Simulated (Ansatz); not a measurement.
Species: [Ti(Cl)(H)3] (charge 0, multiplicity 1).

Q: Give a relaxed geometry from r2SCAN-D4/def2-SVP run with Ansatz (a first-principles code).

A: the end point of this relaxation.
Cartesian coordinates (Å) in one orientation:
```xyz
5

Ti     0.005     0.004     0.010
Cl     0.932     0.668     1.841
H      1.125     0.164    -1.242
H     -0.446    -1.612     0.198
H     -1.349     0.968    -0.280
```
